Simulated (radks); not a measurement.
Values are calculated unless marked as measured or tabulated.
The tantalum ion Ta8+, configuration [Kr] 4d10 4f13.5 5s2 5p3.5 (fractional occupations, a model configuration).

Level of theory: Dirac Kohn-Sham, LDA (Slater exchange, VWN5 correlation), spin-unpolarised, spherical densities, point nucleus; open shells are shared between the two j in proportion to 2j + 1 (a radial shooting solver on a logarithmic mesh with Libxc functionals).

Energy parts (hartree):
total: -15598.4733
kinetic: 17511.7468
electron-nucleus: -38622.0181
Hartree: 5815.5587
exchange-correlation: -303.7606

Orbitals (lengths in bohr, moments of r in powers of bohr; r(90%) holds 90 % of the orbital's charge):
| orbital | occ. | eigenvalue (hartree) | <r^4> | r(90%) |
|---|---|---|---|---|
| 1s1/2 | 2 | -2475.025 | 6.217e-07 | 0.0340 |
| 2s1/2 | 2 | -428.8125 | 0.00009352 | 0.122 |
| 2p1/2 | 2 | -410.1314 | 0.00005645 | 0.108 |
| 2p3/2 | 4 | -363.4950 | 0.00008128 | 0.118 |
| 3s1/2 | 2 | -101.7167 | 0.003473 | 0.301 |
| 3p1/2 | 2 | -93.40155 | 0.003071 | 0.292 |
| 3p3/2 | 4 | -83.36197 | 0.004024 | 0.313 |
| 3d3/2 | 4 | -69.28456 | 0.002744 | 0.285 |
| 3d5/2 | 6 | -67.09553 | 0.002980 | 0.291 |
| 4s1/2 | 2 | -24.31537 | 0.08212 | 0.659 |
| 4p1/2 | 2 | -20.88709 | 0.08995 | 0.676 |
| 4p3/2 | 4 | -18.56206 | 0.1181 | 0.723 |
| 4d3/2 | 4 | -12.91642 | 0.1521 | 0.773 |
| 4d5/2 | 6 | -12.48773 | 0.1656 | 0.789 |
| 5s1/2 | 2 | -6.90273 | 2.098 | 1.48 |
| 5p1/2 | 1.16667 | -5.81788 | 2.831 | 1.60 |
| 4f5/2 | 5.78571 | -5.42438 | 0.4246 | 0.990 |
| 5p3/2 | 2.33333 | -5.40841 | 3.598 | 1.70 |
| 4f7/2 | 7.71429 | -5.34737 | 0.4471 | 1.00 |
| 5d3/2 | 0 | -3.82283 | 7.338 | 2.04 |
| 5d5/2 | 0 | -3.76359 | 7.796 | 2.07 |
| 6s1/2 | 0 | -3.09117 | 29.75 | 2.86 |
| 6p1/2 | 0 | -2.70343 | 41.17 | 3.11 |
| 6p3/2 | 0 | -2.57570 | 49.25 | 3.25 |
| 5f5/2 | 0 | -2.22740 | 31.86 | 2.95 |
| 5f7/2 | 0 | -2.21863 | 32.47 | 2.97 |

The highest occupied level is 4f7/2 at -145.51 eV. The density falls to 0.001 e/bohr^3 at r = 2.45 bohr.
